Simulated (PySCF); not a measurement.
**Mayer bond orders and bond lengths**

Species: C8H7FOS.
Atom-mapped SMILES: `[CH3:1][S:2][c:3]1[cH:4][cH:5][c:6]([C:7](=[O:8])[F:9])[cH:10][cH:11]1` (hydrogens: H12, H13, H14 on C1; H15 on C4; H16 on C5; H17 on C10; H18 on C11)

Geometry (GFN2-xTB, Å), atoms numbered from 1 in this order:
```
atom  x, y, z in Å
C1     3.2013    1.1729    0.6649
S2     2.3805   -0.2880    1.3638
C3     0.7811   -0.2749    0.6467
C4     0.3338    0.6921   -0.2517
C5    -0.9427    0.6122   -0.7625
C6    -1.7979   -0.4283   -0.3901
C7    -3.1332   -0.4615   -0.9672
O8    -3.6323    0.2787   -1.7492
F9    -3.8734   -1.5207   -0.5042
C10   -1.3468   -1.3946    0.5152
C11   -0.0726   -1.3164    1.0237
H12    3.2705    1.0808   -0.4149
H13    4.1970    1.1795    1.0975
H14    2.6684    2.0734    0.9547
H15    0.9719    1.5056   -0.5563
H16   -1.3008    1.3541   -1.4599
H17   -1.9999   -2.2008    0.8105
H18    0.2863   -2.0579    1.7207
```

Bond orders from the PBE0/pcSseg-1 density (PySCF). The structure is a single GFN2-xTB conformer in the gas phase; no vibrational or solvent corrections.

Q: How far do the computed orders between heavy atoms stray from the drawn ones?

A: The largest departure is 0.197, at C3–C4 (drawn aromatic, 1.303), counting aromatic bonds as 1.5. The bonds drawn aromatic range from 1.30 to 1.49.

Q: Set the Mayer orders of the bonds between heavy atoms beside their lengths.

A: 
```csv
bond,drawn as,length (Å),Mayer order
C1–S2,single,1.816,1.009
S2–C3,single,1.753,1.118
C3–C4,aromatic,1.394,1.303
C4–C5,aromatic,1.377,1.472
C5–C6,aromatic,1.397,1.364
C6–C7,single,1.455,1.044
C7–O8,double,1.187,2.040
C7–F9,single,1.373,0.945
C6–C10,aromatic,1.399,1.324
C10–C11,aromatic,1.374,1.487
C11–C3,aromatic,1.398,1.343
```

Bonds between the same two heavy elements. C–S: lowest C1–S2 (1.009, 1.816 Å), highest S2–C3 (1.118, 1.753 Å). C–C: lowest C6–C7 (1.044, 1.455 Å), highest C10–C11 (1.487, 1.374 Å); in 3 of the 21 pairs the longer bond (by over 0.003 Å) has the higher order (by 0.02 or more).

Q: And the bonds to hydrogen?

A: C–H: 0.94 to 0.97 (7 bonds).

Q: Sum the orders of all bonds at each heavy atom with more than one neighbour and set the sums beside the valence in the SMILES.

A: C1 3.841 (drawn 4), S2 2.127 (drawn 2), C3 3.764 (drawn 4), C4 3.738 (drawn 4), C5 3.794 (drawn 4), C6 3.732 (drawn 4), C7 4.029 (drawn 4), C10 3.778 (drawn 4), C11 3.790 (drawn 4). Orders between atoms that aren't bonded are not in these sums.

Mayer orders depend on the basis set.

These values come from a run that also computed NMR shieldings. The run took 50 s on one thread, Arm Neoverse V2, shared host.
